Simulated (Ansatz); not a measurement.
(AgBr)n off: binding per atom (eV) at several levels, gas phase, relaxed structures; Ansatz. Clusters are the lowest isomers that short searches found in that spin, judged at the geometry's level. Core potentials for Ag in the def2 sets, no spin–orbit coupling. Binding counts from free atoms in the multiplicity of their measured ground term, without zero-point energy. The structures are stationary points that may keep the symmetry of their start. Remarks come from the PBE and PBE0 runs and from stability tests at other levels; not every state was tested. HOMO above LUMO (over both spins in singlets and doublets, within one spin in higher multiplets; at PBE or PBE0), or a gap under 0.15 eV within one spin, warns that the state may not be the lowest or that an electron is smeared out.

| species | state | geometry | r2SCAN-D4/def2-TZVP | PBE0-D4/def2-SVP | PBE0-D4/def2-TZVP | remarks |
| --- | --- | --- | --- | --- | --- | --- |
| AgBr2 | doublet | B3LYP-D4/def2-TZVP | 1.60 | 1.46 | 1.44 | HOMO above LUMO, gap within one spin near zero |
| Ag3Br2 | doublet | PBE0-D4/def2-SVP | 1.91 | 1.81 | 1.80 | – |

Estimate the rows for Ag2Br (doublet, r2SCAN-D4/def2-TZVP geometry).


```json
{"species": "Ag2Br", "state": "doublet", "geometry": "r2SCAN-D4/def2-TZVP", "r2SCAN-D4/def2-TZVP": "1.29", "PBE0-D4/def2-SVP": "1.19", "PBE0-D4/def2-TZVP": "1.19"}
```
